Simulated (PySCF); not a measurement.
# Two-component Hartree-Fock for Te³⁵⁺ (tellurium, charge +35)

Start: [Ne] 3s2 3p5; 3p1/2 filled at m_j = -1/2, +1/2; 3p3/2 filled at m_j = -1/2, +1/2, +3/2. Calculated with PySCF 2.14 in an even-tempered Gaussian basis (19 s from 6.6 bohr⁻², ratio 2.4; 14 p from 8.6 bohr⁻², ratio 2.4; 5 d from 34 bohr⁻², ratio 2.6; 4 f from 51 bohr⁻², ratio 2.6): generalised Hartree-Fock with the X2C-1e Hamiltonian and a Gaussian nucleus; one run each with spin-orbit coupling (SO) switched off, then screened by Boettger's factors.

```json
{"spinor shell": "1s1/2", "electrons": "2", "ε, spin-free (eV)": "-33901.3", "ε, screened SO (eV)": "-33897.3", "weight of nominal j (screened SO)": "1.000", "rms radius, screened SO (bohr)": "0.0318"}
{"spinor shell": "2s1/2", "electrons": "2", "ε, spin-free (eV)": "-6862.7", "ε, screened SO (eV)": "-6861.1", "weight of nominal j (screened SO)": "1.000", "rms radius, screened SO (bohr)": "0.128"}
{"spinor shell": "2p1/2", "electrons": "2", "ε, spin-free (eV)": "-6355.4", "ε, screened SO (eV)": "-6550.9", "weight of nominal j (screened SO)": "1.000", "rms radius, screened SO (bohr)": "0.110"}
{"spinor shell": "3s1/2", "electrons": "2", "ε, spin-free (eV)": "-2577.8", "ε, screened SO (eV)": "-2577.2", "weight of nominal j (screened SO)": "1.000", "rms radius, screened SO (bohr)": "0.312"}
{"spinor shell": "3p1/2", "electrons": "2", "ε, spin-free (eV)": "-2412.0", "ε, screened SO (eV)": "-2457.4", "weight of nominal j (screened SO)": "0.997", "rms radius, screened SO (bohr)": "0.301"}
{"spinor shell": "3p3/2", "electrons": "3", "ε, spin-free (eV)": "-2412.0", "ε, screened SO (eV)": "-2390.9", "weight of nominal j (screened SO)": "0.998", "rms radius, screened SO (bohr)": "0.309"}
```

Question: Where does 2p3/2 lie, and what is the 2p spin-orbit splitting (screened SO)?

Answer: At -6265.9 eV, 285.06 eV above 2p1/2.

```json
{"quantity": "E (hartree)", "spin-free": "-5821.91492", "screened SO": "-5824.56758"}
{"quantity": "M_J", "spin-free": "3/2", "screened SO": "3/2"}
{"quantity": "⟨J²⟩", "spin-free": "3.751", "screened SO": "3.751"}
{"quantity": "⟨L²⟩", "spin-free": "2.000", "screened SO": "2.010"}
{"quantity": "⟨S²⟩", "spin-free": "0.750", "screened SO": "0.760"}
```

Each row is a mean over spinors that exchange with the open shell spreads, by up to 18.309 eV (3s1/2).

Breit and QED terms are absent; they matter most for the inner s and p1/2 levels.

Densities and radii are taken from the X2C orbitals without a picture-change correction, which distorts them close to the nucleus.

Without spin-orbit coupling the j labels of p, d and f shells carry no meaning; the spin-free column gives the mean over the occupied spinors of each nl shell.
